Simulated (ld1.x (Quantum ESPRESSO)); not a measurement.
Configuration tests for Cr (Z = 24) (TM)

```json
{
 "Element": "Cr",
 "Generator": "ld1.x (Quantum ESPRESSO) 7.5",
 "Type": "norm-conserving Troullier–Martins (Kleinman–Bylander form)",
 "Functional": "PBEsol",
 "Relativity": "fully relativistic",
 "Frozen core": "[Ar]",
 "Valence charge": "6",
 "Reference configuration": "3d5.5 4s0.5 4p0",
 "Partial waves": "4p (bound, empty): rc 0.95 bohr; 3d (bound): rc 1.90 bohr; 4s (bound): rc 2.25 bohr",
 "Local potential": "the s channel",
 "Core correction": "Bessel-smoothed model core inside 0.85 bohr"
}
```

Open shells are filled in proportion to 2j + 1 (rel_dist='average').

Energies are relative to the spin-unpolarised reference configuration 3d5.5 4s0.5 4p0; without spin polarisation the order of configurations can differ from experiment. Not all tests gave a result: 1 of 7 tests not solved or not reliable. Left out of the table: 3d4 4s1 4p1 (solver errors, printed error -2.7 eV).

```
valence configuration  charge  ΔE all-electron (eV)  error AE − PS (meV)
          3d5 4s1 4p0       0                -0.723                  -26
          3d5 4s0 4p0      +1                 6.150                  -14
          3d4 4s0 4p0      +2                22.164                 -379
          3d2 4s0 4p0      +4               101.186                -3515
          3d4 4s2 4p0       0                -0.816                 -349
```

Q: What are ΔE and the potential's error for 3d4 4s1 4p0?

A: ΔE = 7.287 eV all-electron; the error (AE − PS) is -322 meV.

Levels in the configuration 3d5 4s1 4p0:

```json
{"level": "3d j=3/2", "all-electron (eV)": "-2.976", "pseudo (eV)": "-3.063"}
{"level": "3d j=5/2", "all-electron (eV)": "-2.898", "pseudo (eV)": "-2.984"}
{"level": "4s j=1/2", "all-electron (eV)": "-4.015", "pseudo (eV)": "-3.984"}
```

Note: ghost states, extra bound levels that the all-electron valence spectrum of the same l lacks: p3/2 at -9.7 eV, p1/2 at -8.6 eV. A true bound ghost makes a file unfit for plane-wave use. The 4p radius (0.95 bohr) lies inside the outermost node of the all-electron wave (1.26 bohr), which a nodeless pseudo-wave cannot match soundly.
